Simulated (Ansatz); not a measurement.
Compare A (`C[C@H]1CC[C@@H](C)CC1`) with its isomer B (`C[C@@H]1CCCC[C@@H]1C`).

Isolated molecules relaxed with PBE0-D4/def2-TZVP in Ansatz; ΔE leaves out vibrations. CCSD(T)/CBS is the MP2 limit (def2-TZVPP, def2-QZVPP) plus CCSD(T) − MP2 in def2-TZVPP, frozen cores. Functionals use def2-TZVPP. B3LYP here is the variant with VWN-RPA as its local correlation; programs differ in this.

A:

```xyz
24

C    -1.3179   -2.3438   -0.4452
C    -0.5259   -1.2646    0.2708
C     0.8189   -1.0140   -0.4026
C     1.6135    0.0790    0.2993
C     0.8377    1.3916    0.4165
C     0.7033    2.1036   -0.9237
C    -0.5193    1.1314    1.0722
C    -1.3125    0.0378    0.3698
H    -1.5411   -2.0413   -1.4735
H    -0.7615   -3.2839   -0.4900
H    -2.2695   -2.5396    0.0563
H    -0.3234   -1.6074    1.2965
H     0.6439   -0.7408   -1.4508
H     1.4010   -1.9413   -0.4250
H     2.5617    0.2516   -0.2206
H     1.8713   -0.2680    1.3075
H     1.4054    2.0556    1.0794
H     0.1798    3.0563   -0.8076
H     0.1468    1.5122   -1.6540
H     1.6865    2.3128   -1.3536
H    -0.3540    0.8301    2.1138
H    -1.1005    2.0587    1.1064
H    -2.2547   -0.1373    0.8997
H    -1.5894    0.3613   -0.6415
```

B:

```xyz
24

C     0.7009    0.3113    1.8161
C     0.8658    0.5934    0.3271
C    -0.0601    1.7173   -0.1414
C    -1.5230    1.2959   -0.1784
C    -1.7119    0.0617   -1.0483
C    -0.7985   -1.0727   -0.6064
C     0.6656   -0.6443   -0.5627
C     1.5730   -1.8027   -0.1840
H    -0.2849   -0.0922    2.0579
H     1.4449   -0.4022    2.1753
H     0.8257    1.2323    2.3915
H     1.8992    0.9318    0.1773
H     0.2419    2.0241   -1.1505
H     0.0677    2.5945    0.5014
H    -2.1390    2.1203   -0.5499
H    -1.8764    1.0841    0.8373
H    -1.4822    0.3199   -2.0900
H    -2.7569   -0.2625   -1.0320
H    -0.9051   -1.9291   -1.2806
H    -1.1053   -1.4284    0.3850
H     0.9358   -0.3306   -1.5815
H     1.2934   -2.2317    0.7819
H     1.5109   -2.6032   -0.9259
H     2.6184   -1.4871   -0.1192
```

(1) Which isomer does CCSD(T)/CBS put lower? Give the gap. (Estimate.)

(2) Give E(B) − E(A) in kJ/mol with HF/def2-TZVPP, B3LYP-D4, PBE0-D4, B2PLYP, CCSD(T)/def2-SVP, CCSD(T)/def2-TZVPP, LDA (SPW92). (Estimate.)

Largest T1 diagnostic: 0.009.

Results:

(1) Ansatz gave: A, by 3.5 kJ/mol.

(2) Computed: HF/def2-TZVPP 6.7, B3LYP-D4 3.8, PBE0-D4 3.7, B2PLYP 4.7, CCSD(T)/def2-SVP 3.4, CCSD(T)/def2-TZVPP 3.3, LDA (SPW92) 2.7. None reverses the order clearly.

Leaving LDA and LC-ωPBE aside and taking each functional with its dispersion term where it has one, the values, not all of them listed here, spread over 1.6 kJ/mol, from revPBE-D4 to B2PLYP. In def2-TZVPP, CCSD(T) changes the Hartree–Fock value by −3.4 kJ/mol (the triples alone add −0.5 kJ/mol) and MP2 by −3.7 kJ/mol.
